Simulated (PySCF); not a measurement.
Predicted microwave data (PBE0-D3(BJ)/def2-SVP geometry optimisation, gas phase in PySCF) for one isomer of C7H14Ge:

- Rotational constants: A = 1837, B = 1269, C = 864.8 MHz
- Dipole components: |μa| = 0.90 D, |μb| = 0.14 D, |μc| = 0.44 D
- Inertial defect: -88.82 u·Å²
- κ: -0.17

Question: Which structure is it? (One computed conformer of each.)
A. `[CH2:1]1[CH2:2][CH:3]([GeH:4]2[CH2:5][CH2:6][CH2:7]2)[CH2:8]1` with C2–C3–Ge4–C5 -47°, C8–C1–C2–C3 -16°, C1–C2–C3–Ge4 -100°, C3–Ge4–C5–C6 99°, Ge4–C5–C6–C7 18°
B. `[GeH3:1][C@@H:2]1[CH2:3][C@@H:4]1[CH:5]1[CH2:6][CH2:7][CH2:8]1` with C3–C4–C5–C6 -160°, Ge1–C2–C3–C4 -113°, C2–C3–C4–C5 111°, C4–C5–C6–C7 -142°, C5–C6–C7–C8 19°
C. `[CH2:1]=[CH:2][C@@H:3]1[CH2:4][CH2:5][CH2:6][Ge@H:7]1[CH3:8]` with C1–C2–C3–C4 -132°, C2–C3–C4–C5 -163°, C3–C4–C5–C6 53°, C4–C5–C6–Ge7 -37°, C5–C6–Ge7–C8 -104°
D. `[CH3:1][CH:2]([CH3:3])[GeH:4]1[CH2:5][CH:6]=[CH:7][CH2:8]1` with C1–C2–Ge4–C5 175°

Answer: C. It is C=C[C@@H]1CC[CH2][Ge@H]1[CH3], an asymmetric top, point group C1. The candidates at the same level (rigid rotor, commonest isotopes):

| SMILES | A (MHz) | B (MHz) | C (MHz) | μa (D) | μb (D) | μc (D) | Δ (u·Å²) | point group | rotor |
| --- | --- | --- | --- | --- | --- | --- | --- | --- | --- |
| C1C[CH]([GeH]2[CH2]C[CH2]2)C1 | 2566 | 1089 | 988.5 | 0.53 | 0.18 | 0.22 | -149.72 | C1 | asymmetric top |
| C[CH](C)[GeH]1[CH2]C=C[CH2]1 | 2429 | 1075 | 1045 | 0.39 | 0.30 | 0.08 | -194.47 | C1 | near-prolate asymmetric top |
| [GeH3][C@@H]1C[C@@H]1C1CCC1 | 2603 | 728.8 | 619.3 | 0.53 | 0.58 | 0.25 | -71.52 | C1 | asymmetric top |
| C=C[C@@H]1CC[CH2][Ge@H]1[CH3] | 1837 | 1269 | 864.8 | 0.90 | 0.14 | 0.44 | -88.82 | C1 | asymmetric top |

`[GeH3][C@@H]1C[C@@H]1C1CCC1` has B 43 % too low; `C1C[CH]([GeH]2[CH2]C[CH2]2)C1` has A 40 % too high; `C[CH](C)[GeH]1[CH2]C=C[CH2]1` has A 32 % too high. No structure here is proved a minimum.
